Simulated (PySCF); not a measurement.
HCu (SMILES [CuH]), singlet, at a GFN2-xTB geometry (such geometries of metal compounds can be far from the true shape); B3LYP/6-31G* in PySCF.

Here is a job for PySCF.
```python
from pyscf import gto, scf, dft

mol = gto.Mole()
mol.atom = '''
    Cu   -0.00000000   -0.00000000   -0.04747396
    H     0.00000000    0.00000000    1.37674489
'''
mol.basis = '6-31g*'
mol.verbose = 4
mol.build()

mf = dft.RKS(mol)
mf.xc = 'b3lyp'
mf.kernel()
```

Task: What does PySCF print? Leave out banner, timings and long lists.

Result: 
```
PySCF version 2.14.0

[INPUT] verbose = 4
[INPUT] num. atoms = 2
[INPUT] num. electrons = 30
[INPUT] charge = 0
[INPUT] spin (= nelec alpha-beta = 2S) = 0
[INPUT] symmetry False subgroup None
[INPUT] Mole.unit = angstrom
[INPUT] Symbol           X                Y                Z      unit          X                Y                Z       unit  Magmom
[INPUT]  1 Cu     0.000000000000   0.000000000000  -0.047473960000 AA    0.000000000000   0.000000000000  -0.089712782449 Bohr   0.0
[INPUT]  2 H      0.000000000000   0.000000000000   1.376744890000 AA    0.000000000000   0.000000000000   2.601670785494 Bohr   0.0

nuclear repulsion = 10.7751270927779
number of shells = 14
number of NR pGTOs = 101
number of NR cGTOs = 36
basis = 6-31g*
ecp = {}

******** <class 'pyscf.dft.rks.RKS'> ********
method = RKS
initial guess = minao
damping factor = 0
level_shift factor = 0
DIIS = <class 'pyscf.scf.diis.CDIIS'>
diis_start_cycle = 1
diis_space = 8
diis_damp = 0
SCF conv_tol = 1e-09
SCF conv_tol_grad = None
SCF max_cycles = 50
direct_scf = True
direct_scf_tol = 1e-13
XC library pyscf.dft.libxc version 7.1.2
    S. Lehtola, C. Steigemann, M. J. T. Oliveira, and M. A. L. Marques,  SoftwareX 7, 1–5 (2018)
XC functionals = b3lyp
    P. J. Stephens, F. J. Devlin, C. F. Chabalowski, and M. J. Frisch,  J. Phys. Chem. 98, 11623 (1994)
radial grids:
    Treutler-Ahlrichs [JCP 102, 346 (1995); DOI:10.1063/1.469408] (M4) radial grids

becke partition: Becke, JCP 88, 2547 (1988); DOI:10.1063/1.454033
pruning grids: <function nwchem_prune>
grids dens level: 3
symmetrized grids: False
atomic radii adjust function: <function treutler_atomic_radii_adjust>
small_rho_cutoff = 0
Set gradient conv threshold to 3.16228e-05
Initial guess from minao.
tot grids = 30448
init E= -1640.3365378488
  HOMO = -0.0979307556566338  LUMO = -0.072465005219017  gap/eV = 0.69296
cycle= 1 E= -1640.58620869698  delta_E= -0.25  |g|= 1.22  |ddm|= 1.58
  HOMO = -0.316920754240916  LUMO = -0.153920930082943  gap/eV = 4.43545
cycle= 2 E= -1640.12405398994  delta_E= 0.462  |g|= 2.34  |ddm|=  2.1
  HOMO = -0.224602250742371  LUMO = -0.0932178250973199  gap/eV = 3.57515
cycle= 3 E= -1640.76593723192  delta_E= -0.642  |g|=  0.2  |ddm|= 1.11
  HOMO = -0.178539592474332  LUMO = -0.0685668763635676  gap/eV = 2.99251
cycle= 4 E= -1640.77182188447  delta_E= -0.00588  |g|= 0.0541  |ddm|= 0.261
  HOMO = -0.189157085177267  LUMO = -0.0716986581881502  gap/eV = 3.19621
cycle= 5 E= -1640.77220838977  delta_E= -0.000387  |g|= 0.00981  |ddm|= 0.0475
  HOMO = -0.1910137015849  LUMO = -0.0723721647404467  gap/eV = 3.22840
cycle= 6 E= -1640.77223022504  delta_E= -2.18e-05  |g|= 0.00116  |ddm|= 0.0116
  HOMO = -0.19121615542253  LUMO = -0.0723993736419972  gap/eV = 3.23317
cycle= 7 E= -1640.77223073721  delta_E= -5.12e-07  |g|= 0.000152  |ddm|= 0.00204
  HOMO = -0.191195339520359  LUMO = -0.0723732074765278  gap/eV = 3.23331
cycle= 8 E= -1640.77223075151  delta_E= -1.43e-08  |g|= 1.16e-05  |ddm|= 0.00032
  HOMO = -0.191194222221433  LUMO = -0.072371863184439  gap/eV = 3.23332
cycle= 9 E= -1640.77223075157  delta_E= -6.37e-11  |g|= 5.11e-06  |ddm|= 2.4e-05
  HOMO = -0.191191825963929  LUMO = -0.072371400284057  gap/eV = 3.23327
Extra cycle  E= -1640.77223075155  delta_E= 2e-11  |g|= 1.34e-05  |ddm|= 1.37e-05
converged SCF energy = -1640.77223075155
```
